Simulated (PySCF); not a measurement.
Species: C₄H₉B.
Structure used (PBE0-D3(BJ)/def2-SVP), in Å, numbered top down from 1:
```
atom  x, y, z in Å
B1     1.3675    0.0534   -0.5638
C2     0.5022   -0.7581    0.4299
C3     1.1441   -1.4284    1.4104
C4    -1.0010   -0.7959    0.3090
C5    -1.6453    0.5383    0.6732
H6     0.8708    0.6387   -1.5013
H7     2.5676    0.0951   -0.4154
H8     2.2333   -1.3840    1.5061
H9     0.6113   -2.0472    2.1445
H10   -1.2714   -1.0507   -0.7301
H11   -1.4160   -1.5961    0.9454
H12   -2.7368    0.5071    0.5362
H13   -1.4406    0.8016    1.7226
H14   -1.2527    1.3531    0.0441
```

The closed-shell ground state was solved at several levels (PySCF, density fitting, gas phase, non-relativistic).

```tsv
level	basis functions	total energy (Eh)	HOMO (eV)	LUMO (eV)	gap (eV)	dipole (D)
BHandHLYP/pcSseg-1	130	-182.5096	-8.79	-0.85	7.94	1.11
PBE0/6-31G	63	-182.3700	-7.74	-1.66	6.08	1.21
LDA/pcSseg-1	130	-180.8304	-7.10	-3.21	3.89	1.31
KT3/pcSseg-1	130	-185.6832	-6.88	-2.81	4.07	1.24
B3LYP/pcSseg-1	130	-182.6424	-7.71	-2.15	5.56	1.19
PBE0/6-31G*	88	-182.4084	-7.70	-1.64	6.06	1.21
PBE0/cc-pVTZ	276	-182.4718	-7.90	-1.94	5.96	1.22
CAM-B3LYP/pcSseg-1	130	-182.5118	-9.21	-0.82	8.39	1.13
```

Task: What might PBE0/pcSseg-0 (63 basis functions) give for the same quantities?

Result: Total energy -182.0127 Eh, HOMO -8.04 eV, LUMO -1.93 eV, gap 6.11 eV, dipole 1.23 D.

Task: Over all these levels, which gives the widest orbital gap and which the narrowest?

Result: CAM-B3LYP/pcSseg-1 (range-separated hybrid) has the widest, 8.39 eV, and LDA/pcSseg-1 (LDA) the narrowest, 3.89 eV. The two share the basis. From the narrowest to the widest the HOMO moves by -2.11 eV and the LUMO by +2.39 eV.

Task: How much does the basis alone move the frontier levels among the 4 PBE0 rows (the withheld one included)?

Result: The HOMO by 0.34 eV and the LUMO by 0.30 eV. By rising basis size (HOMO, LUMO in eV): 6-31G -7.74, -1.66; pcSseg-0 -8.04, -1.93; 6-31G* -7.70, -1.64; cc-pVTZ -7.90, -1.94.

Task: In the pcSseg-1 basis, how does the gap go with the fixed share of exact exchange?

Result: LDA (0 %) 3.89 eV; KT3 (0 %) 4.07 eV; B3LYP (20 %) 5.56 eV; BHandHLYP (50 %) 7.94 eV. Each rise in the share widens the gap here.

Task: How far do the dipole and the HOMO energy spread over the levels?

Result: The dipole runs from 1.11 to 1.31 D (mean 1.21 D) and the HOMO from -9.21 to -6.88 eV.

One conformer stands for the species.
